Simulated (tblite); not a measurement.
Species: C5H11NOSi (charge -1 and doublet state).
Numbering: `[CH3:1][C@H:2]1[CH2:3][CH2:4][SiH2:5][N:6]1[CH:7][O-:8]` (hydrogens: H9, H10, H11 on C1; H12 on C2; H13, H14 on C3; H15, H16 on C4; H17, H18 on Si5; H19 on C7)

Computed with GFN2-xTB (tblite), gas phase: L-BFGS steps from a force-field or distance-geometry start until the largest atomic force falls under 0.01 eV/Å.

At the end of the run (lengths in Å): Si5–N6 1.829, N6–C7 1.338, Si5–H18 1.539, Si5–H17 1.479, C2–C3 1.529, C7–O8 1.240, C3–C4 1.516, N6–C7–O8 126.3°, C2–N6–C7 118.5°, C4–Si5–N6 89.2°, Si5–N6–C7 126.2°, C1–C2–C3–C4 76°, C2–C3–C4–Si5 35°, C3–C4–Si5–N6 -12°, H12–C2–N6–Si5 155°, H17–Si5–C4–C3 84°.

**Question.** These geometries were met on the way; a selection of coordinates is given. Order them by energy above the end point, lowest first.
A. Si5–N6 1.720, N6–C7 1.471, Si5–H18 1.496, Si5–H17 1.492, C2–C3 1.572, C7–O8 1.249, C3–C4 1.545, N6–C7–O8 120.0°, C2–N6–C7 113.3°, C4–Si5–N6 92.8°, Si5–N6–C7 130.8°, C1–C2–C3–C4 86°, C2–C3–C4–Si5 36°, C3–C4–Si5–N6 -21°, H12–C2–N6–Si5 137°, H17–Si5–C4–C3 95°
B. Si5–N6 1.785, N6–C7 1.352, Si5–H18 1.523, Si5–H17 1.490, C2–C3 1.535, C7–O8 1.250, C3–C4 1.517, N6–C7–O8 123.2°, C2–N6–C7 120.8°, C4–Si5–N6 90.4°, Si5–N6–C7 121.8°, C1–C2–C3–C4 80°, C2–C3–C4–Si5 31°, C3–C4–Si5–N6 -10°, H12–C2–N6–Si5 152°, H17–Si5–C4–C3 88°
C. Si5–N6 1.692, N6–C7 1.389, Si5–H18 1.497, Si5–H17 1.530, C2–C3 1.533, C7–O8 1.272, C3–C4 1.508, N6–C7–O8 125.2°, C2–N6–C7 120.5°, C4–Si5–N6 94.2°, Si5–N6–C7 126.1°, C1–C2–C3–C4 86°, C2–C3–C4–Si5 34°, C3–C4–Si5–N6 -19°, H12–C2–N6–Si5 142°, H17–Si5–C4–C3 101°
D. Si5–N6 1.755, N6–C7 1.375, Si5–H18 1.456, Si5–H17 1.509, C2–C3 1.535, C7–O8 1.269, C3–C4 1.528, N6–C7–O8 122.1°, C2–N6–C7 118.4°, C4–Si5–N6 92.9°, Si5–N6–C7 124.7°, C1–C2–C3–C4 84°, C2–C3–C4–Si5 33°, C3–C4–Si5–N6 -13°, H12–C2–N6–Si5 150°, H17–Si5–C4–C3 97°
E. Si5–N6 1.774, N6–C7 1.360, Si5–H18 1.506, Si5–H17 1.498, C2–C3 1.529, C7–O8 1.258, C3–C4 1.525, N6–C7–O8 123.8°, C2–N6–C7 118.8°, C4–Si5–N6 90.4°, Si5–N6–C7 122.1°, C1–C2–C3–C4 81°, C2–C3–C4–Si5 32°, C3–C4–Si5–N6 -11°, H12–C2–N6–Si5 154°, H17–Si5–C4–C3 92°

**Answer.** B (0.069 eV), E (0.129 eV), D (0.222 eV), C (0.377 eV), A (0.640 eV).

| step | E above end (eV) | rms distance from the end, all atoms (Å) | largest force (eV/Å) | rms shift of all bonds from the end (Å) |
| --- | --- | --- | --- | --- |
| 19 | 0.069 | 0.119 | 0.331 | 0.012 |
| 14 | 0.129 | 0.162 | 0.315 | 0.018 |
| 9 | 0.222 | 0.192 | 0.571 | 0.029 |
| 4 | 0.377 | 0.228 | 0.998 | 0.038 |
| 0 | 0.640 | 0.240 | 2.368 | 0.044 |

Rows stand in the order of the answer.
